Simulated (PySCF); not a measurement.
C₃H₅BO₃.

```xyz
12

O     -0.4764     1.9716    -0.4554
C     -0.6818     0.8246    -0.1852
O     -1.9201     0.2505     0.0277
C     -1.4161    -1.1094     0.3086
B      0.0652    -0.5819     0.1148
C      1.5325    -1.0231     0.2979
O      2.5264    -0.1612    -0.2144
H     -1.8011    -1.8302    -0.4319
H     -1.7202    -1.4397     1.3156
H      1.6297    -1.1745     1.4069
H      1.7061    -2.0366    -0.1105
H      2.2120     0.7504    -0.1448
```

The structure is a stationary point at B3LYP-D3(BJ)/def2-SVP. This is a generated structure with no PubChem entry under its InChIKey; it may be hypothetical. The values are those of a single conformer.

Computed with PBE/pcSseg-1 (PySCF). Non-relativistic, no solvent.

Computed absolute GIAO shielding of each atom: isotropic value and principal components (ppm):
| atom | σ(iso) | σ11 | σ22 | σ33 | span |
|---|---|---|---|---|---|
| O1 | -189.8 | -508.7 | -254.1 | 193.5 | 702.2 |
| C2 | 4.2 | -73.6 | 32.2 | 54.0 | 127.6 |
| O3 | -23.3 | -326.9 | 66.7 | 190.2 | 517.1 |
| C4 | 112.9 | 89.2 | 101.7 | 147.7 | 58.5 |
| B5 | 2.4 | -58.0 | -14.0 | 79.1 | 137.1 |
| C6 | 112.5 | 81.7 | 107.5 | 148.4 | 66.7 |
| O7 | 321.7 | 279.3 | 299.7 | 386.1 | 106.8 |
| H8 | 27.1 | 24.3 | 26.6 | 30.4 | 6.2 |
| H9 | 27.1 | 24.7 | 26.6 | 30.1 | 5.4 |
| H10 | 26.4 | 21.9 | 25.6 | 31.8 | 9.9 |
| H11 | 26.4 | 23.2 | 25.0 | 30.9 | 7.7 |
| H12 | 30.4 | 21.2 | 28.1 | 41.9 | 20.7 |
